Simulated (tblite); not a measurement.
Compound: C3H8OSi.
Cartesian coordinates in Å at the GFN2-xTB level; atoms count from 1:
```xyz
13
C3H8OSi angstrom
C     -1.4127    1.3810   -0.1668
C     -1.1792    0.0860   -0.3042
C     -0.3656   -0.7311    0.6324
Si     1.4180   -0.9105   -0.0443
O      2.0748    0.5635   -0.2327
H     -1.9847    1.9405   -0.8875
H     -1.0573    1.9316    0.6902
H     -1.5535   -0.4369   -1.1754
H     -0.3286   -0.2509    1.6110
H     -0.8150   -1.7142    0.7589
H      1.3706   -1.6118   -1.3295
H      2.2906   -1.5545    0.9271
H      1.5382    1.3077   -0.4970
```

Computed with GFN2-xTB (tblite): harmonic, unscaled wavenumbers at the GFN2-xTB geometry, gas phase. Against measured fundamentals such values can be off by several per cent, at times by over 20. Modes of hydrogen on silicon can be 10 to 20 % off. One conformer, not necessarily the lowest.

Harmonic wavenumbers (cm⁻¹): 46.4, 77.1, 176.7, 234.5, 262.1, 413.0, 505.8, 594.2, 597.9, 700.3, 750.5, 780.6, 806.6, 819.3, 875.9, 906.6, 958.7, 1023.4, 1052.2, 1189.5, 1208.0, 1298.3, 1415.8, 1474.2, 1702.4, 2242.2, 2323.8, 2983.8, 3006.2, 3048.6, 3089.2, 3118.6, 3644.3.

A = 6854, B = 2537, C = 2044 MHz; mass 88.034 u (most abundant isotopes); point group C1, symmetry number 1.

What is the zero-point energy?

½Σν̃ = 21663 cm⁻¹ = 61.94 kcal/mol.

Give the ideal-gas entropy at 298.15 K and 1 bar in the rigid-rotor, harmonic-oscillator model (classical rotation).

Translation 39.36, rotation 26.61, vibration 19.14: S = 85.1 cal/(mol K).

And Cp and H(298.15 K) − H(0)?

Cp = 28.47 cal/(mol K), of which vibrations give 20.52 (their classical limit is 33 R = 65.6); H(298.15 K) − H(0) = 5.36 kcal/mol without the zero-point energy, 2.99 from vibrations.

Blend soft modes into free rotors: weight 1/[1 + (100 cm⁻¹/ν̃)⁴] for the oscillator and the rest for a rotor with moment μB/(μ + B), μ = h/(8π²ν), B = 10⁻⁴⁴ kg m². What vibrational entropy results?

17.23 cal/(mol K) in place of 19.14, which changes −T·S at 298.15 K by +0.57 kcal/mol.

Which modes carry the vibrational entropy at 298.15 K?

46.4 cm⁻¹: 4.97; 77.1 cm⁻¹: 3.96; 176.7 cm⁻¹: 2.36; 234.5 cm⁻¹: 1.84; 262.1 cm⁻¹: 1.65; 413.0 cm⁻¹: 0.92 cal/(mol K); the other 27 give 3.44 together.

What must be added to the electronic energy to get the Gibbs energy at 298.15 K and 1 bar?

ZPE + [H(298.15 K) − H(0)] − T·S = 61.94 + 5.36 − 25.38 = 41.92 kcal/mol.

Hindered rotation and anharmonicity are outside this model. Other conformers, if any are populated, would add a mixing term that is left out. The structure is chiral; the term R ln 2 for an equal mix with its mirror image is left out.
